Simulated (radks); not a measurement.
Charge is removed step by step from the 3p level of the indium ion In2+, starting from [Kr] 4d10 5s1. Method: non-relativistic Kohn-Sham, PBE, spin-unpolarised, spherical densities, point nucleus; relativity is left out, which matters for an element this heavy; computed with a radial shooting solver on a logarithmic mesh with Libxc functionals.

removed (e)  E - E(0) (eV)  eigenvalue (eV)  E minus straight line (eV)
0                    0.000          -653.36                       0.000
0.125               81.972          -658.20                      -2.159
0.25                164.55          -663.08                      -3.709
0.375               247.74          -668.00                      -4.648
0.5                 331.55          -672.95                      -4.969
0.625               415.98          -677.94                      -4.669
0.75                501.04          -682.96                      -3.744
0.875               586.72          -688.01                      -2.189
1                   673.04          -693.10                       0.000

Removing the whole electron costs 673.04 eV by Delta-SCF, against 653.36 eV from minus the eigenvalue at the starting occupation. Slater's transition state (half an electron removed) gives 672.95 eV. Integrating minus the eigenvalue over the occupation (Janak's theorem) gives 673.04 eV. The mean slope of the eigenvalue, de/dn, is 39.7 eV per electron.
